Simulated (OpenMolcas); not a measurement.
Worked example: vertical ionisation energy of CH5BO2 (SMILES COBO)

The species is CH5BO2 (9 atoms), meant as a singlet with charge 0. SMILES: `COBO`. The coordinates come from a PBE0-D4/def2-TZVP relaxation. This is one conformer, not always the lowest.

Both states at this one shape; open shells run unrestricted unless said. 1 Eh = 27.2114 eV.

| level | program | singlet CH5BO2 (Eh) | doublet [CH5BO2]+ (Eh) | HOMO of the first (eV) |
| --- | --- | --- | --- | --- |
| SVWN5/cc-pVDZ | OpenMolcas | -214.756559 | -214.347998 | -6.89 |
| BLYP/cc-pVDZ | OpenMolcas | -216.436352 | -216.058807 | -6.62 |

Problem. Work out the vertical ionisation energy at each level.

Solution. 
1. SVWN5/cc-pVDZ: -214.347998 − (-214.756559) = 0.408561 Eh = 11.12 eV; −ε(HOMO) = 6.89 eV.
2. BLYP/cc-pVDZ: -216.058807 − (-216.436352) = 0.377545 Eh = 10.27 eV; −ε(HOMO) = 6.62 eV.

No measured value is set beside it here; the levels span 10.27 to 11.12 eV. In semi-local functionals −ε(HOMO) lies far under the ionisation energy, a result of self-interaction, while the difference of totals does much better.
